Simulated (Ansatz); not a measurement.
Reaction (formal exchange of groups at the Si–Cl bond): `O[SiH2]N[SiH2]Cl` + `O[C](F)(F)[AlH2]` → `O[SiH2]N[SiH2][AlH2]` + `OC(F)(F)Cl`

Calculated with Ansatz (gas phase, PBE0-D4/def2-TZVP geometries, no zero-point term in ΔE). CBS: MP2 limit from def2 TZ/QZ plus the TZ coupled-cluster correction, frozen cores. Functionals use def2-TZVPP. One conformer a species, not always the lowest.

```csv
level,ΔE (kJ/mol)
ωB97M-V,170.1
HF/def2-TZVPP,174.1
MP2/def2-TZVPP,171.4
SCS-MP2/def2-QZVPP,175.2
```

(1) What does CCSD(T)/CBS give? (Estimate.)

Largest T1 diagnostic among the species: 0.013.

## Answers

(1) Ansatz gave: +167.5 kJ/mol. The listed levels differ from it by 2.6, 6.6, 3.9, 7.7 kJ/mol.

From PBE to PBE0 (25 % exact exchange), in def2-TZVPP and without D4, ΔE moves by +3.0 kJ/mol.
